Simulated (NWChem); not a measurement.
System: C3H4F2O; SMILES FC(F)CC=O

The following NWChem deck was run.

```
start job
memory heap 200 mb stack 900 mb global 1100 mb
geometry units angstroms noautosym nocenter noautoz
  O      0.526411    -2.041261    -0.513277
  C     -0.233686    -1.700739     0.351372
  C     -0.697949    -0.284578     0.561274
  C      0.042771     0.727870    -0.276626
  F     -0.584032     1.924406    -0.198968
  F      1.294890     0.885889     0.201210
  H     -0.674069    -2.447700     1.060944
  H     -0.607345    -0.013350     1.626603
  H     -1.775823    -0.242470     0.325693
  H      0.112855     0.433057    -1.336721
end
basis spherical
  * library def2-svp
end
dft
  xc b3lyp
  iterations 150
end
property
  response 1 0.0773
end
task dft property
```

Parts of the log:

```
             Northwest Computational Chemistry Package (NWChem) 7.3.0
             --------------------------------------------------------

                             Geometry "geometry" -> ""
                             -------------------------

 Output coordinates in angstroms (scale by  1.889725989 to convert to a.u.)

  No.       Tag          Charge          X              Y              Z
 ---- ---------------- ---------- -------------- -------------- --------------
    1 O                    8.0000     0.52641100    -2.04126100    -0.51327700
    2 C                    6.0000    -0.23368600    -1.70073900     0.35137200
    3 C                    6.0000    -0.69794900    -0.28457800     0.56127400
    4 C                    6.0000     0.04277100     0.72787000    -0.27662600
    5 F                    9.0000    -0.58403200     1.92440600    -0.19896800
    6 F                    9.0000     1.29489000     0.88588900     0.20121000
    7 H                    1.0000    -0.67406900    -2.44770000     1.06094400
    8 H                    1.0000    -0.60734500    -0.01335000     1.62660300
    9 H                    1.0000    -1.77582300    -0.24247000     0.32569300
   10 H                    1.0000     0.11285500     0.43305700    -1.33672100

 Effective nuclear repulsion energy (a.u.)     242.7163683349

                              NWChem Property Module
                              ----------------------

                                 NWChem DFT Module
                                 -----------------

 Summary of "ao basis" -> "ao basis" (spherical)
 ------------------------------------------------------------------------------
       Tag                 Description            Shells   Functions and Types
 ---------------- ------------------------------  ------  ---------------------
 O                          def2-svp                 6       14   3s2p1d
 C                          def2-svp                 6       14   3s2p1d
 F                          def2-svp                 6       14   3s2p1d
 H                          def2-svp                 3        5   2s1p

            General Information
            -------------------
          SCF calculation type: DFT
          Wavefunction type:  closed shell.
          No. of atoms     :    10
          No. of electrons :    48
           Alpha electrons :    24
            Beta electrons :    24
          Charge           :     0
          Spin multiplicity:     1
          Use of symmetry is: off; symmetry adaption is: off
          Maximum number of iterations: 150
          AO basis - number of functions:   104
                     number of shells:    48
          Convergence on energy requested:  1.00D-06
          Convergence on density requested:  1.00D-05
          Convergence on gradient requested:  5.00D-04

              XC Information
              --------------
                         B3LYP Method XC Potential
                     Hartree-Fock (Exact) Exchange  0.200
                        Slater Exchange Functional  0.800 local
                    Becke 1988 Exchange Functional  0.720 non-local
              Lee-Yang-Parr Correlation Functional  0.810
                  VWN I RPA Correlation Functional  0.190 local

             Grid Information
             ----------------
          Grid used for XC integration:  medium
          Radial quadrature: Mura-Knowles
          Angular quadrature: Lebedev.
          Tag              B.-S. Rad. Rad. Pts. Rad. Cut. Ang. Pts.
          ---              ---------- --------- --------- ---------
          O                   0.60       49           9.0       434
          C                   0.70       49          10.0       434
          F                   0.50       49          11.0       434
          H                   0.35       45          10.0       434
          Grid pruning is: on
          Number of quadrature shells:   474
          Spatial weights used:  Erf1

      Superposition of Atomic Density Guess
      -------------------------------------

 Sum of atomic energies:        -388.14772422

      Non-variational initial energy
      ------------------------------

 Total energy =    -390.757888
 1-e energy   =   -1017.102131
 2-e energy   =     383.627875
 HOMO         =      -0.322626
 LUMO         =      -0.017720

   convergence    iter        energy       DeltaE   RMS-Dens  Diis-err
 ---------------- ----- ----------------- --------- --------- ---------
 d= 0,ls=0.0,diis     1   -391.1333434241 -6.34D+02  2.83D-02  1.60D+00
 d= 0,ls=0.0,diis     2   -390.7680037911  3.65D-01  1.98D-02  5.66D+00
 d= 0,ls=0.0,diis     3   -391.3100890488 -5.42D-01  3.45D-03  1.44D-01
 d= 0,ls=0.0,diis     4   -391.3200130652 -9.92D-03  1.39D-03  4.18D-02
 d= 0,ls=0.0,diis     5   -391.3237845706 -3.77D-03  2.59D-04  1.85D-03
  Resetting Diis
 d= 0,ls=0.0,diis     6   -391.3239312245 -1.47D-04  5.16D-05  4.38D-05
 d= 0,ls=0.0,diis     7   -391.3239359195 -4.69D-06  3.52D-05  2.75D-06
 d= 0,ls=0.0,diis     8   -391.3239353135  6.06D-07  2.15D-05  8.76D-06
 d= 0,ls=0.0,diis     9   -391.3239362220 -9.08D-07  4.02D-06  2.84D-07

         Total DFT energy =     -391.323936221981
      One electron energy =    -1020.127841724902
           Coulomb energy =      433.364200485161
    Exchange-Corr. energy =      -47.276663317160
 Nuclear repulsion energy =      242.716368334920

 Numeric. integr. density =       48.000000076249

                       DFT Final Molecular Orbital Analysis
                       ------------------------------------

 Vector   22  Occ=2.000000D+00  E=-3.877397D-01
              MO Center= -9.1D-02, -1.1D+00,  6.5D-02, r^2= 2.9D+00
   Bfn.  Coefficient  Atom+Function         Bfn.  Coefficient  Atom+Function
  ----- ------------  ---------------      ----- ------------  ---------------
     4      0.330289   1 O  px                6      0.260948   1 O  pz
    95      0.222630   9 H  s                 7      0.217819   1 O  px
    90     -0.194522   8 H  s                32     -0.186037   3 C  px
    18      0.183430   2 C  px               34     -0.178851   3 C  pz
     9      0.168101   1 O  pz               20      0.153194   2 C  pz

 Vector   23  Occ=2.000000D+00  E=-3.463645D-01
              MO Center=  1.1D-01,  6.7D-01, -1.5D-01, r^2= 2.4D+00
   Bfn.  Coefficient  Atom+Function         Bfn.  Coefficient  Atom+Function
  ----- ------------  ---------------      ----- ------------  ---------------
    76      0.336043   6 F  pz               31      0.326748   3 C  s
    62      0.310280   5 F  pz              100     -0.290372  10 H  s
    48      0.283944   4 C  pz               79     -0.230678   6 F  pz
    65     -0.212956   5 F  pz               34     -0.182794   3 C  pz
    32      0.166781   3 C  px              101     -0.165314  10 H  s

 Vector   24  Occ=2.000000D+00  E=-2.782592D-01
              MO Center=  1.4D-01, -1.8D+00, -9.9D-02, r^2= 2.0D+00
   Bfn.  Coefficient  Atom+Function         Bfn.  Coefficient  Atom+Function
  ----- ------------  ---------------      ----- ------------  ---------------
     5      0.531373   1 O  py                8      0.380483   1 O  py
    31     -0.369200   3 C  s                85      0.255010   7 H  s
    33      0.239084   3 C  py               86      0.205186   7 H  s
    36      0.190127   3 C  py                6     -0.171712   1 O  pz
    19     -0.144014   2 C  py               17      0.111792   2 C  s

 Vector   25  Occ=0.000000D+00  E=-4.412026D-02
              MO Center= -9.1D-02, -1.7D+00,  1.6D-01, r^2= 1.8D+00
   Bfn.  Coefficient  Atom+Function         Bfn.  Coefficient  Atom+Function
  ----- ------------  ---------------      ----- ------------  ---------------
    21      0.419594   2 C  px               18      0.401693   2 C  px
    23      0.350256   2 C  pz                7     -0.343131   1 O  px
     4     -0.326535   1 O  px               20      0.327452   2 C  pz
     9     -0.281228   1 O  pz                6     -0.268295   1 O  pz
    96      0.236431   9 H  s                45     -0.190860   4 C  s

 Vector   26  Occ=0.000000D+00  E= 5.362311D-02
              MO Center= -1.2D+00, -8.7D-01,  1.1D+00, r^2= 4.7D+00
   Bfn.  Coefficient  Atom+Function         Bfn.  Coefficient  Atom+Function
  ----- ------------  ---------------      ----- ------------  ---------------
    31      1.925085   3 C  s                96     -1.216558   9 H  s
    91     -1.161566   8 H  s                86     -1.083745   7 H  s
    17      0.458532   2 C  s                23      0.432361   2 C  pz
    35     -0.363567   3 C  px               22     -0.321702   2 C  py
    36      0.318711   3 C  py               45     -0.292609   4 C  s

 Vector   27  Occ=0.000000D+00  E= 7.447493D-02
              MO Center= -7.2D-01, -2.8D-01, -3.8D-01, r^2= 5.5D+00
   Bfn.  Coefficient  Atom+Function         Bfn.  Coefficient  Atom+Function
  ----- ------------  ---------------      ----- ------------  ---------------
   101      1.351189  10 H  s                96      1.209336   9 H  s
    45     -1.026763   4 C  s                17      1.016458   2 C  s
    86     -0.779254   7 H  s                35      0.650567   3 C  px
    31     -0.549187   3 C  s                51      0.471453   4 C  pz
    50      0.429040   4 C  py               91     -0.388170   8 H  s

     Multipole analysis of the density
     ---------------------------------

     L   x y z        total         alpha         beta         nuclear
     -   - - -        -----         -----         ----         -------
     0   0 0 0     -0.000000    -24.000000    -24.000000     48.000000

     1   1 0 0     -0.918230     -2.662010     -2.662010      4.405790
     1   0 1 0     -0.265036      0.673052      0.673052     -1.611139
     1   0 0 1      0.447761     -1.105165     -1.105165      2.658090

     2   2 0 0    -25.325257    -61.993879    -61.993879     98.662501
     2   1 1 0      2.208443      5.544444      5.544444     -8.880445
     2   1 0 1     -0.106549      7.298129      7.298129    -14.702806
     2   0 2 0    -28.901692   -194.762294   -194.762294    360.622895
     2   0 1 1     -2.397715      3.244229      3.244229     -8.886173
     2   0 0 2    -23.270283    -32.316433    -32.316433     41.362583

 *** CALLING NEW AORESP DRIVER FOR CLOSED AND OPEN SHELLS ***
 Entering AOResponse driver routine

--------------------------------------------------------------------------------

          -----------------------------------------------
          Solving response equations for perturbing field
          -----------------------------------------------

 number of frequencies:     1
 frequency in a.u.:  0.7730000E-01
 Perturbing field: electric
 Using El. Dipole Length Gauge

 Setting up CPKS with frequency omega =      0.07730000 a.u.

                            NWChem Dynamic CPHF Module
                            --------------------------

    scftype = RHF
    nclosed =   24
      nopen =    0
  variables =     3840
  num. vecs =        3
  tolerance =   1.0D-04
  max. iter =   50

 SCF residual:    9.3140314568421705E-005

Iterative solution of linear equations
  No. of variables     3840
  No. of equations        3
  Maximum subspace       30
       Convergence  1.0D-04

   iter   nsub   residual    time
   ----  ------  --------  ---------
     1      3    4.92D+00       9.7
     2      6    2.79D+00      12.5
     3      9    2.69D-01      15.4
     4     12    5.80D-02      18.2
     5     15    6.14D-03      21.1
     6     18    5.93D-03      23.9
     7     21    5.60D-04      26.7
     8     24    8.91D-05      29.6

 Electric Dipole Response Matrix (nonzero elements):

              1        2        3
    1   32.5682  -1.4252  -4.9873
    2   -1.4252  37.2426  -0.4719
    3   -4.9873  -0.4718  34.3280

 ------------------------------------------
 average:        34.71294 + I       0.00000

 DFT Linear Response polarizability / au
 Frequency  =       0.0773000 / au
 Wavelength =     589.4353558 / nm
              X              Y              Z
 -----------------------------------------------
 X      32.5682113     -1.4251727     -4.9872774
 Y      -1.4251878     37.2426152     -0.4718632
 Z      -4.9872709     -0.4717997     34.3279901
 -----------------------------------------------
 Eigenvalues =      28.1686088     37.2240729     38.7461348
 Isotropic   =      34.7129388
 Anisotropic =       9.9045989
 -----------------------------------------------

 Magnetic Dipole Response Matrix (nonzero elements):
```

Level: B3LYP/def2-SVP. All runs use the structure optimised with PBE0/def2-SVP.
